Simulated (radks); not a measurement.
Values are calculated unless marked as measured or tabulated.
Valence configurations of Pm III (all share [Xe]). Level of theory: Dirac Kohn-Sham, LDA (Slater exchange, Perdew-Wang correlation), spin-unpolarised, spherical densities, finite nucleus; open shells fill j = l - 1/2 first; Fermi nuclear charge, rms radius 4.962 fm (a radial shooting solver on a logarithmic mesh with Libxc functionals). Energies are relative to 4f5; eigenvalues in eV.

[
 {"valence": "4f5", "E (eV)": "0.000", "e(4f5/2)": "-15.571", "e(5d3/2)": "-", "e(6p1/2)": "-", "e(6s1/2)": "-"},
 {"valence": "4f4 6s1", "E (eV)": "4.763", "e(4f5/2)": "-23.856", "e(5d3/2)": "-", "e(6p1/2)": "-", "e(6s1/2)": "-15.862"},
 {"valence": "4f3 5d2", "E (eV)": "11.860", "e(4f5/2)": "-27.784", "e(5d3/2)": "-16.949", "e(6p1/2)": "-", "e(6s1/2)": "-"},
 {"valence": "4f3 6s1 6p1", "E (eV)": "20.925", "e(4f5/2)": "-34.499", "e(5d3/2)": "-", "e(6p1/2)": "-13.816", "e(6s1/2)": "-18.170"},
 {"valence": "4f2.5 5d0.5 6s1 6p1", "E (eV)": "28.110", "e(4f5/2)": "-38.233", "e(5d3/2)": "-22.405", "e(6p1/2)": "-14.029", "e(6s1/2)": "-18.479"},
 {"valence": "4f1.5 5d1.5 6s1 6p1", "E (eV)": "47.012", "e(4f5/2)": "-46.158", "e(5d3/2)": "-24.082", "e(6p1/2)": "-14.419", "e(6s1/2)": "-19.044"},
 {"valence": "4f1.5 5d1.5 6s2", "E (eV)": "42.409", "e(4f5/2)": "-45.268", "e(5d3/2)": "-23.356", "e(6p1/2)": "-", "e(6s1/2)": "-18.556"},
 {"valence": "4f4.5 6s0.5", "E (eV)": "1.621", "e(4f5/2)": "-19.511", "e(5d3/2)": "-", "e(6p1/2)": "-", "e(6s1/2)": "-14.851"},
 {"valence": "4f4 6p1", "E (eV)": "8.672", "e(4f5/2)": "-24.801", "e(5d3/2)": "-", "e(6p1/2)": "-12.468", "e(6s1/2)": "-"},
 {"valence": "4f4 5d1", "E (eV)": "3.631", "e(4f5/2)": "-21.196", "e(5d3/2)": "-15.430", "e(6p1/2)": "-", "e(6s1/2)": "-"}
]

NIST lists [Xe] 4f5 as the ground configuration; this level of theory agrees among the configurations tried. The energies are those of spherical spin-averaged densities, not of single terms.
